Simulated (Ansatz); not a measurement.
```xyz
8

H    -1.3408   -0.1012    0.9726
Li   -1.3665   -0.0133   -0.9414
Li    0.0693   -1.3963    0.8941
H     0.0436   -1.3084   -1.0199
Li   -0.0436    1.3084    1.0199
H    -0.0693    1.3963   -0.8941
H     1.3665    0.0133    0.9414
Li    1.3408    0.1012   -0.9726
```

Basis set: 6-31G* (spherical functions). All electrons are correlated. Charge 0, multiplicity 1.

Computed with Ansatz (development build ahead of 0.2.0); each method stands on the lowest determinant of its kind that the runs found. Restricted open shells among the atoms or ions are ROHF, correlated in semicanonical orbitals with singles.

The atomization energy at this shape (free ground-state atoms in the same class of orbitals less the molecule, no zero-point energy) of singlet Li₄H₄:

```csv
method,atomization energy
RHF,1100.0 kJ/mol
```

Question: What does RHF-MP2 give?

Answer: 1296.5 kJ/mol.
